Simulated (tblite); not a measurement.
C4H6F3SSi (doublet state).
Z-matrix (Å and degrees, GFN2-xTB geometry), rows numbered from 1:
```
F 
C   1  1.3381
F   2  1.3294  1  107.59
F   2  1.3387  1  106.33  3   114.90
S   2  1.8183  1  112.05  3  -122.05
C   5  1.8171  2   98.85  1   -56.16
C   6  1.5347  5  115.37  2   -77.12
C   7  1.5393  6  101.02  5  -129.74
Si  8  1.9222  7   90.69  6    12.57
H   6  1.0882  5  106.45  2    50.11
H   7  1.0896  6  110.34  5   -12.63
H   7  1.0900  6  112.81  5   108.50
H   8  1.0879  7  113.73  6   132.59
H   8  1.0879  7  112.02  6  -105.27
H   9  1.4634  6  114.00  5    13.49
```

Level: GFN2-xTB in tblite, geometry and Hessian alike; calculated harmonic values, unscaled, isolated species. Against measured fundamentals such values can be off by several per cent, at times by over 20. Modes of hydrogen on silicon can be 10 to 20 % off. One conformer, not necessarily the lowest. Open shells enter through the occupations alone, without spin polarisation, and single modes of such species can be off by tens of per cent.

Harmonic wavenumbers (cm⁻¹): 27.8, 54.5, 63.3, 103.0, 180.0, 248.7, 287.2, 338.7, 430.8, 439.2, 474.6, 480.2, 490.9, 541.6, 619.4, 675.0, 692.5, 720.3, 810.3, 885.4, 985.2, 1006.8, 1035.9, 1037.6, 1052.3, 1087.3, 1111.4, 1160.9, 1201.6, 1224.1, 1282.0, 1460.8, 1482.0, 2246.3, 2976.4, 2988.9, 3000.1, 3010.6, 3015.7.

A = 2650, B = 660.3, C = 604.2 MHz; mass 170.991 u (most abundant isotopes); point group C1, symmetry number 1; spin multiplicity 2.

What is the zero-point energy?

½Σν̃ = 20465 cm⁻¹ = 58.51 kcal/mol.

What is S at 500 K and 1 bar for an ideal gas of classical rigid rotors and harmonic oscillators?

Translation 43.91, rotation 31.64, vibration 51.56, spin (R ln 2) 1.38: S = 128.5 cal/(mol K).

And Cp and H(500 K) − H(0)?

Cp = 53.31 cal/(mol K), of which vibrations give 45.36 (their classical limit is 39 R = 77.5); H(500 K) − H(0) = 16.48 kcal/mol without the zero-point energy, 12.50 from vibrations.

What must be added to the electronic energy to get the Gibbs energy at 500 K and 1 bar?

ZPE + [H(500 K) − H(0)] − T·S = 58.51 + 16.48 − 64.25 = 10.74 kcal/mol.

Which modes carry the vibrational entropy at 500 K?

27.8 cm⁻¹: 7.01; 54.5 cm⁻¹: 5.67; 63.3 cm⁻¹: 5.37; 103.0 cm⁻¹: 4.41; 180.0 cm⁻¹: 3.32; 248.7 cm⁻¹: 2.69 cal/(mol K); the other 33 give 23.09 together.

Hindered rotation and anharmonicity are outside this model. Other conformers, if any are populated, would add a mixing term that is left out. The structure is chiral; the term R ln 2 for an equal mix with its mirror image is left out.
